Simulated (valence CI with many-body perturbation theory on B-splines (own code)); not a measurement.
E1 transitions of Bi⁷⁰⁺

Level of theory: valence CI with perturbative core correlation (CI+MBPT): three valence electrons over a frozen Dirac-Fock core [Ne], radial functions for each j: 11 s, 11 p, 10 d, 8 f, 5 g, 2 h, with the one-electron correlation potential Σ1 (screened to all orders), the two-electron term Σ2, the three-electron term Σ3, Breit, model QED; selected single and double excitations, second order for the rest, scaled by the run's own slope (own B-spline code, finite nucleus).

No measured spectrum was set against this ion. As an estimate, large intervals hold to a few tenths of a per cent, small ones and those within an open d or f shell to about a per cent.

Lines 101 to 150 of 579 in falling wavelength, among levels below 320.90 Ry, chosen from the strongest by gf and those to the six lowest levels. Wavelengths and rates use the calculated energies. Electric multipoles are in the length gauge with retardation, E1 and E2 with the static RPA response of the core. Weak lines are less certain than strong ones. Lines between different terms over intervals too small for the method are left out, as are lines whose strength nearly cancels. The highest levels of a list are the least certain.

Levels are named by their leading jj configuration (3d3/2^4 stands for four electrons in 3d with j = 3/2), which in mixed levels can hold well under half, so a name can repeat and another be missing. Letters in brackets count levels of one name in rising energy.

```tsv
λ vac (Å)	Upper	Lower	A (s⁻¹)	S (a.u.)
31.97	(3d5/2^3) J=5/2	(3p3/2 3d5/2^2) J=5/2 [b]	5.71e+11	5.52e-02
31.97	(3d3/2^2 3d5/2) J=3/2	(3p3/2 3d3/2^2) J=1/2	1.50e+11	9.67e-03
31.96	(3p3/2 3d5/2^2) J=5/2 [a]	(3p3/2^2 3d5/2) J=7/2	1.87e+11	1.81e-02
31.94	(3s 3d5/2^2) J=9/2	(3s 3p3/2 3d5/2) J=7/2 [a]	4.76e+11	7.66e-02
31.86	(3s 3d5/2^2) J=3/2	(3s 3p3/2 3d5/2) J=1/2	2.68e+11	1.71e-02
31.86	(3p1/2 3d3/2 3d5/2) J=5/2 [a]	(3p1/2 3p3/2 3d3/2) J=3/2 [a]	2.27e+11	2.17e-02
31.85	(3d3/2^2 3d5/2) J=5/2 [a]	(3p3/2 3d3/2^2) J=3/2 [a]	2.64e+11	2.52e-02
31.82	(3s 3p1/2 3d5/2) J=5/2 [b]	(3s 3p1/2 3p3/2) J=3/2 [b]	2.79e+11	2.66e-02
31.79	(3d3/2^2 3d5/2) J=9/2	(3p3/2 3d3/2^2) J=7/2	4.66e+11	7.39e-02
31.78	(3p3/2 3d5/2^2) J=7/2 [a]	(3p3/2^2 3d5/2) J=7/2	1.45e+11	1.84e-02
31.77	(3p3/2 3d5/2^2) J=7/2 [a]	(3p3/2^2 3d5/2) J=9/2	1.19e+11	1.51e-02
31.65	(3d5/2^3) J=5/2	(3p3/2 3d5/2^2) J=7/2 [b]	2.32e+11	2.17e-02
31.65	(3s 3d5/2^2) J=7/2	(3s 3p3/2 3d5/2) J=7/2 [b]	2.50e+11	3.13e-02
31.63	(3s 3p3/2 3d5/2) J=1/2	(3s 3p3/2^2) J=1/2	5.77e+11	1.80e-02
31.63	(3d3/2^2 3d5/2) J=7/2	(3p3/2 3d3/2^2) J=7/2	1.16e+11	1.45e-02
31.62	(3d3/2 3d5/2^2) J=7/2 [b]	(3p3/2 3d3/2 3d5/2) J=5/2 [c]	1.32e+11	1.65e-02
31.62	(3p3/2 3d3/2 3d5/2) J=5/2 [d]	(3p3/2^2 3d3/2) J=3/2 [b]	5.09e+11	4.77e-02
31.59	(3p1/2 3p3/2 3d5/2) J=5/2 [a]	(3p1/2 3p3/2^2) J=5/2	2.26e+11	2.11e-02
31.55	(3d3/2^2 3d5/2) J=7/2	(3p3/2 3d3/2^2) J=5/2	3.67e+11	4.56e-02
31.52	(3d3/2 3d5/2^2) J=5/2 [b]	(3p3/2 3d3/2 3d5/2) J=5/2 [c]	1.99e+11	1.85e-02
31.50	(3p1/2 3p3/2 3d5/2) J=1/2	(3p1/2 3p3/2^2) J=1/2	4.49e+11	1.39e-02
31.49	(3p1/2 3d3/2 3d5/2) J=9/2	(3p1/2 3p3/2 3d3/2) J=7/2	3.59e+11	5.54e-02
31.49	(3p1/2^2 3d5/2) J=5/2	(3p1/2^2 3p3/2) J=3/2	1.64e+11	1.51e-02
31.49	(3p3/2 3d5/2^2) J=9/2	(3p3/2^2 3d5/2) J=7/2	3.23e+11	4.98e-02
31.49	(3p3/2 3d5/2^2) J=9/2	(3p3/2^2 3d5/2) J=9/2	4.89e+11	7.53e-02
31.47	(3s 3p3/2 3d5/2) J=5/2 [a]	(3s 3p3/2^2) J=5/2	3.44e+11	3.17e-02
31.47	(3d5/2^3) J=9/2	(3p3/2 3d5/2^2) J=9/2	5.72e+11	8.80e-02
31.45	(3s 3p1/2 3d5/2) J=3/2	(3s 3p1/2 3p3/2) J=3/2 [b]	1.03e+11	6.33e-03
31.43	(3s 3d3/2 3d5/2) J=3/2 [b]	(3s 3p3/2 3d3/2) J=3/2 [b]	2.54e+11	1.56e-02
31.40	(3p3/2 3d3/2 3d5/2) J=7/2 [c]	(3p3/2^2 3d3/2) J=5/2	7.23e+11	8.84e-02
31.40	(3p1/2 3d3/2 3d5/2) J=7/2 [a]	(3p1/2 3p3/2 3d3/2) J=5/2 [a]	2.78e+11	3.39e-02
31.40	(3d3/2 3d5/2^2) J=3/2 [b]	(3p3/2 3d3/2 3d5/2) J=1/2 [b]	3.05e+11	1.86e-02
31.38	(3d3/2^2 3d5/2) J=5/2 [b]	(3p3/2 3d3/2^2) J=3/2 [b]	4.70e+11	4.30e-02
31.38	(3d3/2^2 3d5/2) J=1/2	(3p3/2 3d3/2^2) J=1/2	3.81e+11	1.16e-02
31.37	(3p1/2 3d3/2 3d5/2) J=5/2 [b]	(3p1/2 3p3/2 3d3/2) J=3/2 [b]	2.46e+11	2.25e-02
31.34	(3d5/2^3) J=3/2	(3p3/2 3d5/2^2) J=1/2	3.64e+11	2.21e-02
31.32	(3d3/2 3d5/2^2) J=5/2 [b]	(3p3/2 3d3/2 3d5/2) J=7/2 [c]	1.77e+11	1.61e-02
31.32	(3s 3d3/2 3d5/2) J=7/2 [a]	(3s 3p3/2 3d3/2) J=5/2 [a]	4.46e+11	5.40e-02
31.32	(3p3/2^2 3d5/2) J=3/2	(3p3/2^3) J=3/2	7.06e+11	4.28e-02
31.28	(3p3/2 3d5/2^2) J=1/2	(3p3/2^2 3d5/2) J=1/2	9.29e+11	2.81e-02
31.25	(3p3/2 3d5/2^2) J=3/2 [a]	(3p3/2^2 3d5/2) J=5/2 [a]	5.18e+11	3.12e-02
31.24	(3p3/2 3d5/2^2) J=5/2 [b]	(3p3/2^2 3d5/2) J=5/2 [a]	4.76e+11	4.30e-02
31.23	(3p1/2 3d3/2 3d5/2) J=3/2 [a]	(3p1/2 3p3/2 3d3/2) J=3/2 [a]	2.75e+11	1.65e-02
31.21	(3p1/2 3d3/2 3d5/2) J=1/2	(3p1/2 3p3/2 3d3/2) J=1/2 [a]	4.12e+11	1.24e-02
31.21	(3p3/2 3d3/2 3d5/2) J=5/2 [c]	(3p3/2^2 3d3/2) J=5/2	3.73e+11	3.36e-02
31.19	(3s 3d5/2^2) J=1/2	(3s 3p3/2 3d5/2) J=3/2 [b]	6.61e+11	1.98e-02
31.19	(3d3/2^2 3d5/2) J=3/2	(3p3/2 3d3/2^2) J=3/2 [a]	2.71e+11	1.63e-02
31.18	(3p3/2 3d3/2 3d5/2) J=1/2 [b]	(3p3/2^2 3d3/2) J=3/2 [b]	6.00e+11	1.80e-02
31.12	(3p3/2 3d5/2^2) J=3/2 [b]	(3p3/2^2 3d5/2) J=5/2 [b]	4.37e+11	2.60e-02
31.11	(3p1/2 3p3/2 3d5/2) J=3/2 [b]	(3p1/2 3p3/2^2) J=1/2	3.02e+11	1.80e-02
```
